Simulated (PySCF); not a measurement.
## RbAs⁺: energy against distance

Set-up: PySCF, scalar-relativistic core potentials, basis sets Rb def2-SVP with ECP28, As def2-SVP. Energies in eV from Rb⁺ + As in their ground configurations at the same level. State: ⁴Σ⁻ (quartet), unpaired electrons σ ↑, π ↑↑.

```tsv
R (Å)	LC-ωPBE	MN15	UHF-MP2
3.330	-0.0272	-0.0924	-0.0379
3.485	-0.0777	-0.1366	-0.0949
3.640	-0.1028	-0.1554	-0.1232
3.756	-0.1111	-0.1591	-0.1324
3.872	-0.1134	-0.1572	-0.1350
3.988	-0.1121	-0.1520	-0.1331
4.143	-0.1065	-0.1420	-0.1266
4.337	-0.0969	-0.1278	-0.1153
4.569	-0.0843	-0.1108	-0.1007
4.879	-0.0687	-0.0900	-0.0825
```

Question: Put a parabola through the three lowest points of the LC-ωPBE curve and estimate Re, k and ωe (reduced mass 39.8 u; 1 eV/Å² = 0.16022 mdyn/Å; ωe = 1302.8·√(k/μ) cm⁻¹).

Answer: Through R = 3.756, 3.872, 3.988 Å the second-order coefficient is 0.134 eV/Å², so Re ≈ 3.888 Å, k ≈ 0.0429 mdyn/Å and ωe ≈ 43 cm⁻¹. A polynomial fit of higher order to the unrounded LC-ωPBE energies gives Re = 3.878 Å, k = 0.0439 mdyn/Å, ωe = 43.2 cm⁻¹; anharmonicity and rounding make the difference.

The higher-order fit for each curve: LC-ωPBE: Re = 3.878 Å, ωe = 43.2 cm⁻¹, De = 0.113 eV; MN15: Re = 3.766 Å, ωe = 51.5 cm⁻¹, De = 0.159 eV; UHF-MP2: Re = 3.873 Å, ωe = 46.7 cm⁻¹, De = 0.135 eV.

Correlated steps freeze 9 core orbitals. The bond is weak. Basis-set superposition, not corrected here, can be much of De in a small basis, most of all at correlated wavefunction levels. Spin–orbit coupling is left out. For an ion De counts to the pair picked by the measured ionisation energies or electron affinities, which need not be the lowest pair at this level. The state was picked by a PBE0 search and need not be the measured ground state.
